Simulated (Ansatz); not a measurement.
Species: C3H7F, charge 0, multiplicity 1. SMILES: CCCF
Structure (B3LYP-D3(BJ)/def2-TZVP (Ansatz, a program for electronic structure) minimum search):
```
C
H 1 1.0935
H 1 1.0951 2 106.65
C 1 1.5122 2 108.61 3 -115.47
H 4 1.0922 1 111.64 2 58.60
H 4 1.0936 5 109.20 1 -123.78
F 4 1.4010 5 107.07 6 -115.46
C 1 1.5260 2 110.34 3 119.82
H 8 1.0902 1 110.82 2 62.56
H 8 1.0909 9 108.05 1 121.89
H 8 1.0927 9 107.88 10 116.36
```
Charge 0, spin multiplicity 1.

Parts of the frozen-core correlation energy in aug-cc-pVTZ (Ansatz, hartree). Frozen orbitals: 4; correlated occupied orbitals by spin: 13 and 13; virtual: 328 and 328. Spin-orbit coupling is left out. No relativistic terms.

| term | value |
|---|---|
| reference (HF) | -217.20000 |
| MP2 opposite-spin | ___ |
| MP2 same-spin | ___ |
| CCSD correlation | -0.83215 |
| (T) | ___ |
| T1 diagnostic | 0.010 |
| largest doubles amplitude | 0.007 |

Task: Complete the blanks.

Result: 
- MP2 opposite-spin, value: -0.61357
- MP2 same-spin, value: -0.18288
- (T), value: -0.03003
